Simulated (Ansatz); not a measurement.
`O[BH][SbH2]` + CH₃SH → `C[S][SbH2]` + `BO` at 500 K and 1 bar (cleavage of the Sb–B bond).

Computed with Ansatz on PBE0-D4/def2-TZVP structures; ΔE is electronic, products minus reactants. CCSD(T)/CBS is the MP2 limit (def2-TZVPP, def2-QZVPP) plus CCSD(T) − MP2 in def2-TZVPP, frozen cores. This one scheme is used for every species. def2 core potentials past Kr. For Sb outer-core shells are correlated without core-valence functions, which leaves a few kJ/mol of doubt a bond. One conformer a species, not always the lowest.

```json
{"species": "`O[BH][SbH2]`", "CCSD(T)/CBS energy (Eh)": "-342.41037", "H − E (kJ/mol)": "141.7", "S (J/(mol·K))": "355.3"}
{"species": "CH₃SH", "CCSD(T)/CBS energy (Eh)": "-438.22835", "H − E (kJ/mol)": "145.1", "S (J/(mol·K))": "283.7"}
{"species": "`C[S][SbH2]`", "CCSD(T)/CBS energy (Eh)": "-678.84952", "H − E (kJ/mol)": "174.9", "S (J/(mol·K))": "388.4"}
{"species": "`BO`", "CCSD(T)/CBS energy (Eh)": "-101.80414", "H − E (kJ/mol)": "113.6", "S (J/(mol·K))": "256.0"}
```

H − E and S are ideal-gas, rigid-rotor, harmonic terms from PBE0-D4/def2-TZVP, for one conformer and one mirror image of each species. 1 Eh = 2625.50 kJ/mol, R = 8.31446 J/(mol·K).

Q: By hand: ΔE, ΔH, ΔS and ΔG.

A: ΔE = (-678.84952) + (-101.80414) − (-342.41037) − (-438.22835) = -0.01494 Eh = -39.2 kJ/mol. Δ(H − E) = 174.9 + 113.6 − 141.7 − 145.1 = 1.7, so ΔH = -37.5 kJ/mol. ΔS = 388.4 + 256.0 − 355.3 − 283.7 = 5.4 J/(mol·K). ΔG = -37.5 − 500 × (5.4)/1000 = -40.2 kJ/mol.

Q: By hand: the equilibrium constant, and the temperature at which ΔG would vanish if ΔH and ΔS stayed fixed.

A: log₁₀ K = −ΔG/(RT ln 10) = 4.2. ΔH and −TΔS have one sign here, so there is no such temperature.

The number of gas molecules stays the same, so ΔS is small and ΔH decides. A doubt of 5 kJ/mol in ΔE shifts log₁₀ K by 0.5 here. Other conformers and mirror images would add mixing entropy, several J/(mol·K) or more a flexible species. Modes under 60 cm⁻¹, often nearly free rotors, make the harmonic entropy too high. These are equilibria of isolated gas molecules and say nothing of rates. Largest T1 diagnostic: 0.015 (customary marks: 0.02 for closed shells, 0.045 for open ones).

ΔS is within the doubt of such terms, so its sign, and with it that verdict, could turn.
